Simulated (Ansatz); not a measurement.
Rb8⁻. Charge -1, multiplicity 2. Geometry PBE/def2-SVPD; atoms count from 1.

```xyz
8

Rb   -0.728    0.910    3.566
Rb   -3.748    2.244    0.156
Rb    3.400   -0.708   -3.705
Rb   -1.672   -1.036   -2.969
Rb    3.885    1.091    2.138
Rb    0.727    2.633   -1.078
Rb    1.338   -2.563    0.418
Rb   -3.202   -2.570    1.474
```

In the def2 sets Rb takes a core potential; there is no spin–orbit coupling. Another isomer (doublet) lies 0.06 eV lower at PBE0/def2-TZVPD; other spin states weren't run for this one.

Question: Estimate the Mulliken populations from the PBE0/def2-TZVPD orbitals of Ansatz.

Answer: 
```csv
atom,charge (e),spin (α − β)
Rb1,0.07,0.13
Rb2,-0.39,-0.03
Rb3,-0.57,0.49
Rb4,-0.10,0.25
Rb5,-0.54,0.11
Rb6,0.46,0.05
Rb7,0.47,0.04
Rb8,-0.39,-0.04
```
Mulliken values and Mayer orders depend strongly on the basis. With diffuse functions, as here, like atoms can get unlike values, and bond orders can come out too low or too high.

Question: Where does the spin sit?

Answer: Summed by element: Rb 1.00, of 1 unpaired in all. Largest on single atoms: Rb3 0.49, Rb4 0.25, Rb1 0.13.

Question: And the Mayer bond orders between bonded heavy atoms (over 0.3)?

Answer: Rb1–Rb2 0.36 (4.75 Å); Rb1–Rb5 0.40 (4.83 Å); Rb1–Rb8 0.36 (4.76 Å); Rb2–Rb4 0.31 (4.98 Å); Rb3–Rb4 0.31 (5.14 Å); Rb4–Rb8 0.32 (4.94 Å).
